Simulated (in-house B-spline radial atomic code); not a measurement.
Results of a calculation; reference values are marked as such.
**Weak and strong correlation along the adiabatic connection**

Two-electron singlets in several external potentials (atomic units), by full CI in B-splines with partial waves to l = 8 (correlation energies up to 0.6 % small). The repulsion is scaled by λ at fixed density; W(λ) is the mean repulsion less the Hartree energy, W(0) = E_x, and the area under W from 0 to 1 is E_xc.

One system gave this curve:

| λ | W (hartree) |
| --- | --- |
| 0 | -0.49692 |
| 0.02 | -0.49879 |
| 0.05 | -0.50153 |
| 0.12 | -0.50763 |
| 0.25 | -0.51798 |
| 0.4 | -0.52854 |
| 0.6 | -0.54073 |
| 0.8 | -0.55115 |
| 1 | -0.56016 |
| 1.4 | -0.57492 |
| 2 | -0.59142 |
| 3 | -0.61006 |
| 4.5 | -0.62745 |
| 7 | -0.64414 |
| 10 | -0.65571 |

**Question.** Which system is it?
A. −Z/r, Z = 4, wall at 2 bohr
B. ω²r²/2 − Z/r, ω = 0.337, Z = 0.5
C. −Z/r, Z = 10
D. −Z/r, Z = 0.823, wall at 1.51 bohr

**Answer.** B. The exchange energy sets the size: ω²r²/2 − Z/r, ω = 0.337, Z = 0.5: E_x = -0.497, E_c = -0.0359; −Z/r, Z = 10: E_x = -6.03, E_c = -0.0455; −Z/r, Z = 4, wall at 2 bohr: E_x = -2.28, E_c = -0.0441; −Z/r, Z = 0.823, wall at 1.51 bohr: E_x = -1.25, E_c = -0.0455 hartree.
